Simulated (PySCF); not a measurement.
Simulation results for CH7GeNSi

All values are calculated (PySCF 2.14.0). Calculation on a computer-drawn molecule: optimised geometry and harmonic frequencies of an isolated molecule of the commonest isotopes, restricted reference for singlets and unrestricted otherwise, frozen core in MP2; on germanium a core potential holds 10 electrons, which the energies leave out, and 3d is frozen in MP2 and coupled-cluster steps.

```json
{"formula": "CH7GeNSi", "start_structure": {"atoms_angstrom": [["C", -0.5747, -0.3063, -0.4895], ["Ge", 0.656, 1.1684, -0.5714], ["Si", -0.1408, 3.1313, -1.6664], ["N", 0.542, 4.6194, -1.9568], ["H", -0.8914, -0.6824, -1.5349], ["H", -0.1773, -1.1905, 0.0178], ["H", -1.4947, -0.0407, -0.0231], ["H", 1.935, 0.6343, -1.2377], ["H", 1.0119, 1.4945, 0.8691], ["H", -1.4755, 2.9148, -2.2714], ["H", 1.4072, 4.8068, -1.6422]]}, "given": {"charge": 0, "multiplicity": 1, "method": "HF", "basis": "cc-pV(D+d)Z", "basis_and_core_potential_on_germanium": "cc-pVDZ-PP ECP10MDF", "drawn_bonds_atom": [1, 2, 3, 1, 1, 1, 2, 2, 3, 4], "drawn_bonds_other_atom": [2, 3, 4, 5, 6, 7, 8, 9, 10, 11], "drawn_bonds_order": [1, 1, 2, 1, 1, 1, 1, 1, 1, 1]}, "results": {"total_energy [hartree]": null, "rotational_constants [GHz]": null}}
```

**Q.** CH7GeNSi: total energy?
**A.** -678.6705 hartree

**Q.** Estimate the rotational constants of CH7GeNSi.
**A.** 8.794, 1.638, 1.505 GHz

Further results for CH7GeNSi:

* convergence status largest gradient component: 2.901e-05 hartree/bohr

Optimised structure:
```xyz
11
CH7GeNSi
C     -0.6746    -0.1739    -0.3490
Ge     0.8047     1.0572    -0.7558
Si     0.0256     3.0021    -1.9505
N      0.2021     4.5316    -1.5933
H     -1.1711    -0.4898    -1.2681
H     -0.2888    -1.0590     0.1598
H     -1.4081     0.3094     0.2985
H      1.8439     0.3377    -1.6286
H      1.4908     1.5232     0.5337
H     -0.7290     2.6887    -3.1816
H      0.7023     4.8224    -0.7715
```

Modes:
| frequency (cm⁻¹) | reduced mass (dalton) |
| --- | --- |
| 30.01 | 2.739 |
| 119.6 | 2.684 |
| 146.9 | 1.148 |
| 195.3 | 3.127 |
| 342.2 | 3.804 |
| 411.2 | 1.504 |
| 453.6 | 1.365 |
| 609.1 | 4.145 |
| 632.9 | 1.041 |
| 704.8 | 1.109 |
| 716.1 | 1.188 |
| 834.3 | 1.07 |
| 892 | 1.173 |
| 935.8 | 1.214 |
| 941 | 1.143 |
| 955.7 | 1.033 |
| 1203 | 7.598 |
| 1378 | 1.214 |
| 1560 | 1.053 |
| 1562 | 1.052 |
| 2198 | 1.021 |
| 2215 | 1.018 |
| 2327 | 1.043 |
| 3184 | 1.033 |
| 3277 | 1.104 |
| 3279 | 1.104 |
| 3808 | 1.078 |
